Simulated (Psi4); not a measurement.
C₂H₂Cl (SMILES C=[C-]Cl), charge -1, singlet, at a GFN2-xTB geometry (a gas-phase anion, which may not be bound at this level); WB97X/cc-pVDZ (Psi4).

The Psi4 input:
```
memory 2 GB

molecule mol {
-1 1
C    -0.117821    0.972440    0.004025
C     1.209498    1.067841    0.011328
Cl   -0.597010   -0.858959   -0.007172
H     1.976858    0.281243    0.011540
H     1.622248    2.079383    0.018277
}

set {
  basis cc-pvdz
  reference rks
  scf_type pk
  puream true
  d_convergence 1e-8
  dft_radial_points 99
  dft_spherical_points 590
}

energy('wb97x')
print_variables()
```

What the program printed (banner, timings and long lists left out):

```
   => Loading Basis Set <=

    Name: CC-PVDZ
    Role: ORBITAL
    Keyword: BASIS

         ---------------------------------------------------------
                                   SCF
               by Justin Turney, Rob Parrish, Andy Simmonett
                          and Daniel G. A. Smith
                              RKS Reference
         ---------------------------------------------------------

  ==> Geometry <==

    Molecular point group: c1
    Full point group: C1

    Geometry (in Angstrom), charge = -1, multiplicity = 1:

       Center              X                  Y                   Z               Mass
    ------------   -----------------  -----------------  -----------------  -----------------
         C           -0.049781392684     1.024491596937     0.004623681481    12.000000000000
         C            1.277537607316     1.119892596937     0.011926681481    12.000000000000
         CL          -0.528970392684    -0.806907403063    -0.006573318519    34.968852682000
         H            2.044897607316     0.333294596937     0.012138681481     1.007825032230
         H            1.690287607316     2.131434596937     0.018875681481     1.007825032230

  Running in c1 symmetry.

  Rotational constants: A =      1.91370  B =      0.20361  C =      0.18403 [cm^-1]
  Rotational constants: A =  57371.14939  B =   6104.19957  C =   5517.18031 [MHz]
  Nuclear repulsion =   77.964872677093155

  Charge       = -1
  Multiplicity = 1
  Electrons    = 32
  Nalpha       = 16
  Nbeta        = 16

  ==> Algorithm <==

  SCF Algorithm Type is PK.
  DIIS enabled.
  MOM disabled.
  Fractional occupation disabled.
  Guess Type is SAD.
  Energy threshold   = 1.00e-06
  Density threshold  = 1.00e-08
  Integral threshold = 1.00e-12

  ==> Primary Basis <==

  Basis Set: CC-PVDZ
    Blend: CC-PVDZ
    Number of shells: 26
    Number of basis functions: 56
    Number of Cartesian functions: 59
    Spherical Harmonics?: true
    Max angular momentum: 2

  ==> DFT Potential <==

   => LibXC <=

    Version 7.1.2
    S. Lehtola, C. Steigemann, M. J. T. Oliveira, and M. A. L. Marques,  SoftwareX 7, 1–5 (2018) (10.1016/j.softx.2017.11.002)

   => Composite Functional: WB97X <=

    wB97X Hyb-GGA Exchange-Correlation Functional

    J.-D. Chai and M. Head-Gordon,  J. Chem. Phys. 128, 084106 (2008) (10.1063/1.2834918)

    Deriv               =              1
    GGA                 =           TRUE
    Meta                =          FALSE

    Exchange Hybrid     =           TRUE
    MP2 Hybrid          =          FALSE

   => Exchange-Correlation Functionals <=

    1.0000   wB97X range-separated functional

   => Exact (HF) Exchange <=

    0.8423            HF,LR [omega = 0.3000]
    0.1577               HF

   => LibXC Density Thresholds  <==

    XC_HYB_GGA_XC_WB97X:  1.00E-14

   => Molecular Quadrature <=

    Radial Scheme          =       TREUTLER
    Pruning Scheme         =           NONE
    Nuclear Scheme         =       TREUTLER

    Blocking Scheme        =         OCTREE
    BS radius alpha        =              1
    Pruning alpha          =              1
    Radial Points          =             99
    Spherical Points       =            590
    Total Points           =         274917
    Total Blocks           =           2048
    Max Points             =            256
    Max Functions          =             56
    Weights Tolerance      =       1.00E-15

  ==> Integral Setup <==

  Using in-core PK algorithm.
   Calculation information:
      Number of atoms:                   5
      Number of AO shells:              26
      Number of primitives:            104
      Number of atomic orbitals:        59
      Number of basis functions:        56

      Integral cutoff                 1.00e-12
      Number of threads:                 1

  Performing in-core PK
  Using 3823218 doubles for integral storage.
  We computed 61546 shell quartets total.
  Whereas there are 61776 unique shell quartets.

  Computing range-separated integrals for PK
  We computed 61546 wK shell quartets total.
  Whereas there are 61776 wK unique shell quartets.

  ==> DiskJK: Disk-Based J/K Matrices <==

    J tasked:                  Yes
    K tasked:                  Yes
    wK tasked:                 Yes
    Omega:               3.000E-01
    Schwarz Cutoff:          1E-12

  Minimum eigenvalue in the overlap matrix is 5.0503367166E-03.
  Reciprocal condition number of the overlap matrix is 1.1514213529E-03.
    Using symmetric orthogonalization.

  ==> Pre-Iterations <==

  SCF Guess: Superposition of Atomic Densities via on-the-fly atomic UHF (no occupation information).

   -------------------------
    Irrep   Nso     Nmo
   -------------------------
     A         56      56
   -------------------------
    Total      56      56
   -------------------------

  ==> Iterations <==

                        Total Energy        Delta E     RMS |[F,P]|

   @RKS iter SAD:  -536.76400947026036   -5.36764e+02   0.00000e+00
   @RKS iter   1:  -537.38679399532452   -6.22785e-01   8.59840e-03 DIIS/ADIIS
   @RKS iter   2:  -537.47588939561376   -8.90954e-02   5.75962e-03 DIIS/ADIIS
   @RKS iter   3:  -537.53300821313758   -5.71188e-02   5.96740e-04 DIIS/ADIIS
   @RKS iter   4:  -537.53374645445422   -7.38241e-04   2.02392e-04 DIIS/ADIIS
   @RKS iter   5:  -537.53385022890791   -1.03774e-04   4.16673e-05 DIIS
   @RKS iter   6:  -537.53385816881803   -7.93991e-06   1.99105e-05 DIIS
   @RKS iter   7:  -537.53385982437828   -1.65556e-06   9.05271e-06 DIIS
   @RKS iter   8:  -537.53386018167475   -3.57296e-07   3.00862e-06 DIIS
   @RKS iter   9:  -537.53386023073972   -4.90650e-08   5.84266e-07 DIIS
   @RKS iter  10:  -537.53386023382950   -3.08978e-09   1.21872e-07 DIIS
   @RKS iter  11:  -537.53386023392113   -9.16316e-11   3.49472e-08 DIIS
   @RKS iter  12:  -537.53386023392716   -6.02540e-12   1.04453e-08 DIIS
   @RKS iter  13:  -537.53386023392761   -4.54747e-13   2.00004e-09 DIIS
  Energy and wave function converged.

  ==> Post-Iterations <==

   Electrons on quadrature grid:
      Ntotal   =   31.9999998640 ; deviation = -1.360e-07

    Orbital Energies [Eh]
    ---------------------

    Doubly Occupied:

       1A   -101.258696     2A    -10.050125     3A    -10.034444
       4A     -9.294827     5A     -7.054476     6A     -7.047991
       7A     -7.047404     8A     -0.720876     9A     -0.622578
      10A     -0.418991    11A     -0.326247    12A     -0.255097
      13A     -0.213689    14A     -0.182185    15A     -0.119568
      16A     -0.075528

    Virtual:

      17A      0.343820    18A      0.344462    19A      0.366005
      20A      0.428534    21A      0.574742    22A      0.753677
      23A      0.797170    24A      0.811203    25A      0.817139
      26A      0.859750    27A      0.895445    28A      0.898332
      29A      0.906029    30A      0.916701    31A      0.972540
      32A      1.007883    33A      1.054451    34A      1.077040
      35A      1.090777    36A      1.118703    37A      1.143010
      38A      1.264183    39A      1.299856    40A      1.381166
      41A      1.404980    42A      1.414129    43A      1.674263
      44A      1.760543    45A      1.780743    46A      1.826449
      47A      1.942713    48A      2.006241    49A      2.115198
      50A      2.200417    51A      2.272010    52A      2.314459
      53A      2.392694    54A      2.638728    55A      2.840306
      56A      2.982577

    Final Occupation by Irrep:
              A
    DOCC [    16 ]
    NA   [    16 ]
    NB   [    16 ]

  @RKS Final Energy:  -537.53386023392761

   => Energetics <=

    Nuclear Repulsion Energy =             77.9648726770931546
    One-Electron Energy =                -901.5189210126009129
    Two-Electron Energy =                 315.6518802004528084
    DFT Exchange-Correlation Energy =     -29.6316920988726409
    Empirical Dispersion Energy =           0.0000000000000000
    VV10 Nonlocal Energy =                  0.0000000000000000
    Total Energy =                       -537.5338602339276122

Computation Completed

Properties will be evaluated at   0.000000,   0.000000,   0.000000 [a0]

Properties computed using the SCF density matrix

 Multipole Moments:

 ------------------------------------------------------------------------------------
     Multipole            Electronic (a.u.)      Nuclear  (a.u.)        Total (a.u.)
 ------------------------------------------------------------------------------------

 L = 1.  Multiply by 2.5417464519 to convert [e a0] to [Debye]
 Dipole X            :         -3.6702503            3.9858591            0.3156088
 Dipole Y            :         -3.8594680            3.0492781           -0.8101899
 Dipole Z            :         -0.0373236            0.0350925           -0.0022311
 Magnitude           :                                                    0.8694950

 ------------------------------------------------------------------------------------

  Variable Map:
  ----------------------------------------------------------------------------
  "CURRENT ENERGY"              =>    -537.533860233928
  "CURRENT REFERENCE ENERGY"    =>    -537.533860233928
  "DD SOLVATION ENERGY"         =>       0.000000000000
  "DFT FUNCTIONAL TOTAL ENERGY" =>    -537.533860233928
  "DFT TOTAL ENERGY"            =>    -537.533860233928
  "DFT VV10 ENERGY"             =>       0.000000000000
  "DFT XC ENERGY"               =>     -29.631692098873
  "GRID ELECTRONS ALPHA"        =>      15.999999931994
  "GRID ELECTRONS BETA"         =>      15.999999931994
  "GRID ELECTRONS TOTAL"        =>      31.999999863988
  "NUCLEAR REPULSION ENERGY"    =>      77.964872677093
  "ONE-ELECTRON ENERGY"         =>    -901.518921012601
  "PCM POLARIZATION ENERGY"     =>       0.000000000000
  "PE ENERGY"                   =>       0.000000000000
  "SCF ITERATION ENERGY"        =>    -537.533860233928
  "SCF ITERATIONS"              =>      13.000000000000
  "SCF TOTAL ENERGY"            =>    -537.533860233928
  "TWO-ELECTRON ENERGY"         =>     315.651880200453
  "XC GRID RADIAL POINTS"       =>      99.000000000000
  "XC GRID SPHERICAL POINTS"    =>     590.000000000000
  "XC GRID TOTAL POINTS"        =>  274917.000000000000

  Array Variable Map:
  ----------------------------------------------------------------------------
  "CURRENT DIPOLE"              =>       0.315608828749 ... -0.002231129354 1 by 3
  "SCF DIPOLE"                  =>       0.315608828749 ... -0.002231129354 1 by 3
  "SCF TOTAL ENERGIES"          =>    -536.764009470260 ... -537.533860233928 1 by 14
```
